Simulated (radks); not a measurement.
Values are calculated unless marked as measured or tabulated.
Spherical quantum dot in the effective-mass picture: electrons in a hard-walled sphere of radius 1.78, with a point charge +1 (a donor) at the centre, all in effective atomic units (hartree* = m*/eps^2 hartree, bohr* = eps/m* bohr), one dielectric constant everywhere. Level of theory: non-relativistic Kohn-Sham, LDA (Slater exchange, Perdew-Wang correlation), spin-polarised, spherical densities (a radial shooting solver with Libxc functionals). Levels are named by radial order and angular momentum (1s, 1p, 1d, 2s, ...), and open shells are averaged over m.

N = 18, configuration 1s2 1p6 1d10. This is the lowest configuration that the search found. Occupied and some empty levels:

level  occupation  eigenvalue (hartree*)  <r> (bohr*)
1s              2                 14.179       0.9934
1p              6                 15.471        1.140
1d             10                 17.210        1.215
2s              0                 18.305       0.8156
1f              0                 19.416        1.267
2p              0                 21.830       0.9283

Energy (hartree*): total 171.814, kinetic 77.348, external -16.745, Hartree 126.18, exchange-correlation -14.973. Static polarisability (adiabatic kernel): 1.608 bohr*^3.
